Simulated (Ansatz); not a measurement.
C3H12O7Si2 (`CO[Si](OC)(OC)O[Si](O)(O)O`), 24 atoms. The species carries charge 0 and has multiplicity 1. All runs use 6 threads of an AMD EPYC 7R13 on a shared host and a share of an NVIDIA H100 80 GB. Correlated methods freeze the cores.

(1) How many basis functions does each run have, and how long does it take in Ansatz? RHF-MP2/def2-TZVPP energy; RHF-MP2/def2-QZVPP energy; RHF-CCSD(T)/def2-SVP energy; RKS PBE-D4/def2-TZVPP energy and forces; RKS PBE0-D4/def2-SVP energy; RKS PBE0-D4/def2-TZVP relaxation (22 steps); RKS r2SCAN-D4/def2-TZVPP energy and forces; RKS PBE0-D4/def2-QZVPP energy; RKS ωB97M-V/def2-SVP energy; RKS r2SCAN0-D4/def2-TZVPP energy; RKS BLYP-D4/def2-TZVPP energy; direct RPA on PBE orbitals/def2-TZVPP energy. (Estimate.)

## Answers

(1) Computed: Other jobs shared the machine, so times are rough.

```json
{"level": "RKS PBE0-D4/def2-SVP", "job": "energy", "functions": "236", "wall time": "4.6 s", "peak host memory (GiB)": "0.87"}
{"level": "RKS ωB97M-V/def2-SVP", "job": "energy", "functions": "236", "wall time": "5.5 s", "peak host memory (GiB)": "1"}
{"level": "RHF-MP2/def2-TZVPP", "job": "energy", "functions": "562", "wall time": "6 s", "peak host memory (GiB)": "1.1"}
{"level": "RKS BLYP-D4/def2-TZVPP", "job": "energy", "functions": "562", "wall time": "8 s", "peak host memory (GiB)": "1.1"}
{"level": "RKS r2SCAN-D4/def2-TZVPP", "job": "energy and forces", "functions": "562", "wall time": "8.5 s", "peak host memory (GiB)": "1.2"}
{"level": "RKS PBE-D4/def2-TZVPP", "job": "energy and forces", "functions": "562", "wall time": "9 s", "peak host memory (GiB)": "1.1"}
{"level": "RKS r2SCAN0-D4/def2-TZVPP", "job": "energy", "functions": "562", "wall time": "11 s", "peak host memory (GiB)": "1.2"}
{"level": "RKS PBE0-D4/def2-QZVPP", "job": "energy", "functions": "1070", "wall time": "12 s", "peak host memory (GiB)": "1.7"}
{"level": "direct RPA on PBE orbitals/def2-TZVPP", "job": "energy", "functions": "562", "wall time": "17 s", "peak host memory (GiB)": "3.1"}
{"level": "RHF-CCSD(T)/def2-SVP", "job": "energy", "functions": "236", "wall time": "21 s", "peak host memory (GiB)": "0.83"}
{"level": "RHF-MP2/def2-QZVPP", "job": "energy", "functions": "1070", "wall time": "26 s", "peak host memory (GiB)": "13"}
{"level": "RKS PBE0-D4/def2-TZVP", "job": "relaxation (22 steps)", "functions": "456", "wall time": "120 s", "peak host memory (GiB)": "1.2"}
```
